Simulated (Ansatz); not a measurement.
Geometry optimisation, RKS PBE/def2-SVP in Ansatz 0.2.0.

Input file:

```yaml
crystal:
  periodic: [false, false, false]
  atoms:
    - { symbol: B, position_ang: [-1.7758, 0.547, -0.3853] }
    - { symbol: Ge, position_ang: [0.1639, 0.8547, -0.218] }
    - { symbol: Si, position_ang: [1.1103, -1.1291, 0.4357] }
    - { symbol: H, position_ang: [-2.2271, -0.4535, -0.1728] }
    - { symbol: H, position_ang: [-2.5099, 1.4851, -0.7478] }
    - { symbol: H, position_ang: [-1.04804, 0.19455, 0.4603] }
    - { symbol: H, position_ang: [0.7842, 1.2928, -1.5795] }
    - { symbol: H, position_ang: [2.6339, -0.9262, 0.5758] }
    - { symbol: H, position_ang: [0.5821, -1.5236, 1.7859] }
    - { symbol: H, position_ang: [0.8719, -2.1671, -0.5321] }
basis:
  gaussian: { orbitals: def2-SVP }
hamiltonian:
  xc: pbe
relax:
  f_tol: 0.02
  max_steps: 50
```

Run as:

```bash
$ ansatz run input.yaml --threads 2 --pin off --max-ram 3072MiB --backend cpu --events-out ev --progress --plain --runs-dir out
```

Q: Where does it end, and by what steps?

A: The run converged. The force dipped under the threshold on the way, but the program's further checks kept it going. After 29 steps the energy has fallen by 3.242 eV; H10 moved furthest, 1.06 Å.

```tsv
step	energy less start (eV)	largest force component (eV/Å)	accepted
0	0.0000	3.021	yes
2	-1.6376	1.204	yes
4	-2.7558	0.916	yes
6	-3.1430	0.656	yes
8	-3.2005	0.259	yes
10	-3.2184	0.016	yes
12	-3.2182	0.167	no
14	-3.2224	0.050	yes
16	-3.2259	0.097	yes
18	-3.2327	0.162	yes
20	-3.2381	0.054	yes
22	-3.2389	0.015	yes
24	-3.2398	0.128	no
26	-3.2419	0.044	yes
28	-3.2423	0.021	yes
29	-3.2424	0.011	yes
```

```xyz
10
Properties=species:S:1:pos:R:3
B -1.988 0.651 -0.286
Ge -0.151 0.145 -0.842
Si 1.278 -1.355 0.397
H -2.587 -0.145 0.406
H -2.516 1.572 -0.873
H -0.951 1.149 0.447
H 0.758 1.221 -1.529
H 2.360 -0.619 1.142
H 0.457 -2.167 1.360
H 1.926 -2.278 -0.601
```

Whether the end is a true minimum wasn't checked by a vibrational analysis.

The run took 39 s on 2 threads of Intel(R) Xeon(R) CPU @ 2.60GHz (Ice Lake), with other jobs on the host, peak memory 0.16 GiB.
